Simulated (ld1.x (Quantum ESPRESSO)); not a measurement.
## How hard is this Ge ultrasoft potential?

* Element: germanium (Ge)
* Generator: ld1.x (Quantum ESPRESSO) 7.5
* Type: ultrasoft
* Functional: LDA (PZ)
* Relativity: scalar-relativistic
* Frozen core: [Ar] 3d10
* Valence charge: 4
* Reference configuration: 4s2 4p2
* Partial waves: 4s (bound): rcut 1.55, rcutus 1.65 bohr; 4s channel at 2.25 Ry: rcut 1.55, rcutus 1.65 bohr; 4p (bound): rcut 1.90, rcutus 2.40 bohr; 4p channel at 1 Ry: rcut 1.90, rcutus 2.40 bohr
* Local potential: all-electron potential smoothed inside 1.55 bohr (lloc = -1)
* Core correction: none
* Augmentation charge: built from norm-conserving waves at rcut, not smoothed further

The pseudo-atom Hamiltonian at the reference potential is diagonalised in spherical Bessel functions j_l(qr) that vanish at 20 bohr, with q² up to the cutoff. All-electron valence levels (Ry): 4s -0.8782, 4p -0.2978.

How do the lowest levels (Ry) of each channel move with the cutoff, and are there ghosts?

| cutoff (Ry) | s #1 | p #1 | p #2 | d #1 | d #2 | f #1 | f #2 | Σ f·Δε (mRy) |
| --- | --- | --- | --- | --- | --- | --- | --- | --- |
| 8 | -0.8647 | -0.2955 | 0.0270 | 0.0545 | 0.1270 | 0.1099 | 0.2346 | 31.9 |
| 10 | -0.8722 | -0.2972 | 0.0268 | 0.0542 | 0.1260 | 0.1099 | 0.2346 | 13.6 |
| 12 | -0.8762 | -0.2977 | 0.0268 | 0.0540 | 0.1252 | 0.1099 | 0.2346 | 4.6 |
| 15 | -0.8777 | -0.2978 | 0.0268 | 0.0539 | 0.1246 | 0.1099 | 0.2346 | 1.3 |
| 18 | -0.8781 | -0.2978 | 0.0268 | 0.0537 | 0.1240 | 0.1099 | 0.2346 | 0.5 |
| 21 | -0.8781 | -0.2978 | 0.0268 | 0.0537 | 0.1238 | 0.1099 | 0.2346 | 0.5 |
| 25 | -0.8781 | -0.2978 | 0.0268 | 0.0536 | 0.1236 | 0.1099 | 0.2346 | 0.4 |
| 400 | -0.8783 | -0.2979 | 0.0268 | 0.0536 | 0.1235 | 0.1099 | 0.2346 | 0.0 |

Result: no extra level below or beside the all-electron valence levels (s, p, d, f tested); 10 mRy is reached at 12 Ry and 1 mRy at 18 Ry.
